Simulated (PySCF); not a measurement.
# Stretching SnH⁺

Set-up: basis Sn cc-pVDZ-PP with ECP28, H cc-pVDZ; scalar-relativistic core potentials; PySCF 2.14. Energies in eV from Sn⁺ + H in their ground configurations at the same level. State: ¹Σ⁺ (singlet), closed shell.

All columns are PBE0. A positive dipole points towards H; it is taken about the centre of mass and depends on that origin.

| R (Å) | E (eV) | μ (D) | Mulliken charge on Sn (basis-dependent) | HOMO (eV) | LUMO (eV) | Mayer bond order | ⟨S²⟩ |
| --- | --- | --- | --- | --- | --- | --- | --- |
| 1.522 | -2.152 | 0.62 | 1.06 | -14.01 | -9.42 | 0.97 | 0.00 |
| 1.593 | -2.432 | 0.45 | 1.05 | -14.00 | -9.42 | 0.97 | 0.00 |
| 1.664 | -2.593 | 0.28 | 1.04 | -13.96 | -9.41 | 0.97 | 0.00 |
| 1.717 | -2.653 | 0.16 | 1.03 | -13.92 | -9.41 | 0.98 | 0.00 |
| 1.770 | -2.671 | 0.05 | 1.03 | -13.87 | -9.42 | 0.98 | 0.00 |
| 1.823 | -2.654 | -0.06 | 1.02 | -13.81 | -9.42 | 0.98 | 0.00 |
| 1.894 | -2.589 | -0.21 | 1.02 | -13.71 | -9.43 | 0.98 | 0.00 |
| 1.982 | -2.455 | -0.37 | 1.02 | -13.57 | -9.45 | 0.98 | 0.00 |
| 2.089 | -2.242 | -0.54 | 1.02 | -13.39 | -9.47 | 0.99 | 0.00 |
| 2.230 | -1.904 | -0.72 | 1.02 | -13.13 | -9.50 | 0.99 | 0.00 |

A fit through these points gives, at Re = 1.769 Å, μ = 0.05 D and dμ/dR = -2.15 D/Å; the reduced mass is 0.9994 u.

How strong is the fundamental in the double-harmonic approximation, I = 42.26·(dμ/dR)²/μred km/mol?

I = 42.26·(-2.15)²/0.9994 = 195 km/mol at PBE0.

These are scalar-relativistic numbers at best; spin–orbit coupling would shift them, the dissociation energy most. For an ion De counts to the pair picked by the measured ionisation energies or electron affinities, which need not be the lowest pair at this level.
